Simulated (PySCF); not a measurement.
C₅H₅FP₂.
SMILES: `Cc1ccpc(F)p1`

Level of theory: TDDFT CAM-B3LYP/def2-SVPD, vertical, gas phase, core orbitals frozen in the response in PySCF 2.14.0, density-fitted response routines. Isolated species at its GFN2-xTB geometry, gas phase.

Each state is given a Gaussian of 0.5 eV full width at half maximum, with ε(max) = 2.175×10⁸ f / Δν̃ (Δν̃ the width in cm⁻¹). The width is an assumption, not a result. The curve ends short of the highest state used, and states not computed would add to its high-energy end.

```csv
λ (nm),ε (L mol⁻¹ cm⁻¹)
235.9,29249
241.6,20300
247.3,11162
253.0,6109
258.8,4675
264.5,4693
270.2,4527
276.0,3726
281.7,2621
287.4,1616
293.2,903
298.9,497
304.6,284
310.3,173
316.1,109
321.8,69
327.5,42
333.3,24
339.0,13
344.7,7
350.5,3
356.2,1
361.9,1
367.6,0
```

Q: Where are the band maxima, and which computed states make them?

A: 266 nm (4.66 eV), ε about 4700, made up of S2 (21%) and S3 (73%) (hardly more than a shoulder) (ε in L mol⁻¹ cm⁻¹; maxima over ε = 5, shares over 10%). At its high-energy end, 5.26 eV, the curve is still rising (ε about 29000, from S5 and S6). The states used: S1 4.12 eV (f 0.0026); S2 4.60 eV (f 0.020); S3 4.64 eV (f 0.064); S4 4.81 eV (f 0.0004); S5 5.29 eV (f 0.212); S6 5.36 eV (f 0.376); S7 5.54 eV (f 0.0000); S8 5.86 eV (f 0.0090).

Q: Coming from long wavelengths, where does ε first pass 100 L mol⁻¹ cm⁻¹?

A: At about 317 nm (3.91 eV), 0.21 eV below S1.

Q: On this curve, what absorbance would a 10⁻⁵ mol/L sample give at 355 nm over a 1 cm path?

A: 355 nm is 3.493 eV, where ε is about 1.7 L mol⁻¹ cm⁻¹, so A = ε c l ≈ 1.7e-05 (Beer–Lambert, with the gas-phase spectrum and the assumed width).

Q: What would ε be at 4.66 eV, the highest of these maxima, with half the width (0.25 eV)?

A: About 8540 L mol⁻¹ cm⁻¹ against 4700, a factor of about 1.8; a lone state at its own centre would give exactly 2.
